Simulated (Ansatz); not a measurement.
Correlation energies of C₂H₃FIN, SMILES `C/N=C(\F)I` by basis set

Cartesian coordinates in Å:
```
C 0.017 -0.425 1.074
N -0.359 -0.496 -0.319
C -0.048 0.389 -1.119
F 0.651 1.495 -0.830
I -0.557 0.347 -3.139
H 0.599 -1.316 1.318
H -0.893 -0.461 1.677
H 0.591 0.466 1.338
```

The species carries charge 0 and has multiplicity 1. Correlated methods include outer-core shells of I, which these sets cover unevenly. I takes the def2 core potential. The geometry is a stationary point of PBE0-D4/def2-TZVP. Frozen core, restricted reference, Ansatz.

```
     basis     HF (Eh)  MP2 corr.
  def2-SVP  -527.80158   -0.73636
def2-TZVPP  -528.09180   -1.27363
def2-QZVPP  -528.10341   -1.50319
```

Task: Estimate the CCSD correlation energy and the (T) correction in each basis where they were run (hartree).

Result: 
```json
{"basis": "def2-SVP", "CCSD corr.": "-0.76652", "(T)": "-0.02386"}
{"basis": "def2-TZVPP", "CCSD corr.": "-1.25818", "(T)": "-0.04436"}
```
